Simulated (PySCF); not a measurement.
**Computed properties of ReO₃Br, SMILES [O]=[Re](=[O])(=[O])[Br], multiplicity 1**

ReO3Br, SMILES [O]=[Re](=[O])(=[O])[Br], multiplicity 1. Coordinates come from a B3LYP-D3(BJ)/def2-SVP optimisation. The multiplicity is an assumed one; other spin states were not compared. The def2 effective core potentials stand for the cores of Re; spin–orbit coupling is left out. Other conformers were not sampled. All values are computed for the isolated molecule unless a solvent is named; none is compared with measurement here.

**Structure.** The optimised structure has C3v symmetry. All 9 harmonic modes at B3LYP-D3(BJ)/def2-SVP (PySCF) are real, so it is a minimum. With heavy atoms numbered as in [Re:1](=[O:2])(=[O:3])(=[O:4])[Br:5], the shortest bond between them is Re1–O4 at 1.704 Å and the longest Re1–Br5 at 2.408 Å.

**Vibrations.** The strongest infrared lines (harmonic, unscaled, degenerate partners summed) lie at 1004 cm⁻¹ (270 km/mol, O 89 %, Re 11 %), 1039 cm⁻¹ (44 km/mol, O 97 %), 337 cm⁻¹ (30 km/mol, O 50 %, Re 33 %, Br 16 %). The softest mode is at 167 cm⁻¹ and the zero-point energy is 6.6 kcal/mol.

**Electronic structure.** r2SCAN/def2-TZVP (PySCF) places the frontier levels at -8.80 and -4.21 eV, a gap of 4.59 eV, and gives a dipole moment of 2.01 D and a mean polarisability of 63.8 bohr³. PBE/def2-TZVP (PySCF) at the same geometry gives -8.41 and -4.17 eV, so its gap is 0.35 eV narrower. An orbital gap is neither the optical nor the fundamental gap.

**Excitations.** TDA-B3LYP/def2-SVPD (PySCF) has S1 at 4.39 eV (282 nm, f = 0.000, dark); the most intense of the 10 singlets computed lies at 4.77 eV (f = 0.02). Strengths of degenerate partners are summed. T1 (TDA) is at 3.95 eV, 0.44 eV under S1. TDA-PBE/def2-SVPD (PySCF) puts S1 at 4.21 eV. No vertical singlet excitation falls in the visible range (under 3.1 eV).
